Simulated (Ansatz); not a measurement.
## Ansatz (development build ahead of 0.2.0) run

```yaml
crystal:
  periodic: [false, false, false]
  atoms:
    - { symbol: Al, position_ang: [0.0, 0.0, 0.0] }
    - { symbol: Cl, position_ang: [1.34843, 1.34843, 1.34843] }
    - { symbol: Cl, position_ang: [1.34843, -1.34843, -1.34843] }
    - { symbol: Cl, position_ang: [-1.34843, 1.34843, -1.34843] }
    - { symbol: Cl, position_ang: [-1.34843, -1.34843, 1.34843] }
basis:
  gaussian: { orbitals: cc-pVDZ }
total_charge: -1
hamiltonian:
  xc: hf
```

The input is written out in the form of the current development build from the run's settings.

Output:

- Converged: yes
- Total energy: -2080.30468 hartree
- Spin squared of the determinant: 0.000

Caution: no diffuse functions for an anion.
